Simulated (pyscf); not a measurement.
`[O]=[GaH]`, singlet

Gas-phase minimum from PySCF at ωB97X-D3(BJ)/def2-SVP, one conformer. O=GaH lies 48.1 kcal/mol over its isomer HO–Ga [singlet], and others may lie lower still (electronic energy, ωB97M-D3(BJ)). 

SMILES: [O]=[GaH]
```xyz
3

O      0.7423     0.2788     1.2996
Ga    -0.5100    -0.4628     0.5521
H     -1.6752    -1.1526    -0.1431
```
Charge 0, spin multiplicity 1.

Bonded distances (Å): O1–Ga2 1.636, Ga2–H3 1.522. Angles (°): O1–Ga2–H3 180.0.

Properties at ωB97X-D3(BJ)/def2-SVP:

| Property | Value |
|---|---|
| Harmonic wavenumbers, unscaled | 506, 506, 995, 2141 cm⁻¹ |
| Zero-point energy | 5.9 kcal/mol |
| Rotational symmetry number | 1 |
| Entropy of this conformer at 298 K and 1 atm, rigid rotor and harmonic oscillator, modes under 100 cm⁻¹ raised to 100 | 229.6 J/(mol K) |
| Dipole moment | 4.42 D |

Single-point totals, which compare only within one level (frozen core for MP2 and CC):

```
level                   total energy (hartree)
----------------------  ----------------------
ωB97X-D3(BJ)/def2-TZVP             -2000.63845
PBE/def2-TZVP                      -2000.31494
r²SCAN/def2-TZVP                   -2000.63042
B3LYP-D3(BJ)/def2-TZVP             -2000.73049
PBE0-D3(BJ)/def2-TZVP              -2000.33899
M06-2X/def2-TZVP                   -2000.63188
ωB97M-D3(BJ)/def2-TZVP             -2000.71585
HF/def2-TZVPP                      -1998.66867
MP2/def2-TZVPP                     -1999.15330
CCSD/def2-TZVPP                    -1999.13794
CCSD(T)/def2-TZVPP                 -1999.16254
```

The CCSD(T) − MP2 part came from Ansatz, without density fitting, on the same reference. The frozen core leaves the outer d or s,p core shells of the metals and heavy elements correlated in the MP2 and CC values, and def2-TZVPP describes them poorly, so these totals are far from the basis limit. Elements up to Kr have no core potential and no relativistic terms here.
